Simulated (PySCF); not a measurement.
B(H)2(Me) (CH5B), SMILES BC.

Geometry: B3LYP-D3(BJ)/def2-TZVP.

Method: r2SCAN/def2-TZVPD in PySCF.

Symmetry labels are those of the subgroup Cs that the program uses (full group Cs).

Question: List the valence orbital energies around the gap with their symmetry. (An estimate is asked for; the answer gives what the named calculation found.)

Answer: 
```
orbital  symmetry  energy (eV)
-------  --------  -----------
HOMO−7         A'      -272.46
HOMO−6         A'      -180.36
HOMO−5         A'       -18.30
HOMO−4         A'       -12.29
HOMO−3         A"       -10.54
HOMO−2         A'       -10.20
HOMO−1         A'        -8.34
HOMO           A"        -7.90
LUMO           A'        -1.81
LUMO+1         A'         0.71
LUMO+2         A'         1.71
LUMO+3         A"         2.53
```
